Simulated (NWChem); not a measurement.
System: HfH3O3 cation; SMILES [OH][Hf+]([OH])[OH]

Input file for NWChem:

```
start job
memory heap 200 mb stack 900 mb global 1100 mb
charge 1
geometry units angstroms
  Hf     0.000154     0.000938     0.000655
  O      1.577227    -0.177219    -0.954689
  H      2.396357    -0.678564    -0.821931
  O     -0.231473    -0.927513     1.586387
  H     -0.948783    -0.990159     2.235607
  O     -1.350305     1.095735    -0.637593
  H     -1.452156     1.659664    -1.419613
end
basis spherical
  * library def2-svp
end
ecp
  Hf library def2-ecp
end
dft
  xc pbe0
  iterations 150
end
driver
  maxiter 120
end
task dft optimize
dft
  grid fine
  convergence energy 1d-8 density 1d-7
end
task dft freq numerical
```

The spin multiplicity was typed, not searched, and may not be the lowest. def2 effective core potentials on Hf; no spin-orbit coupling.

The level has its own optimisation; frequencies are unscaled.

Task: Predict the main results of this run. (PBE0/def2-SVP with def2 effective core potentials on Hf.) Quantities: r Hf–O (Å); r H–O (Å); highest harmonic frequency (cm⁻¹); lowest (cm⁻¹); zero-point energy (kcal/mol).

Result: 
```json
{
 "r Hf–O (Å)": "1.875",
 "r H–O (Å)": "0.963",
 "highest harmonic frequency (cm⁻¹)": "3946",
 "lowest (cm⁻¹)": "128",
 "zero-point energy (kcal/mol)": "24.9"
}
```
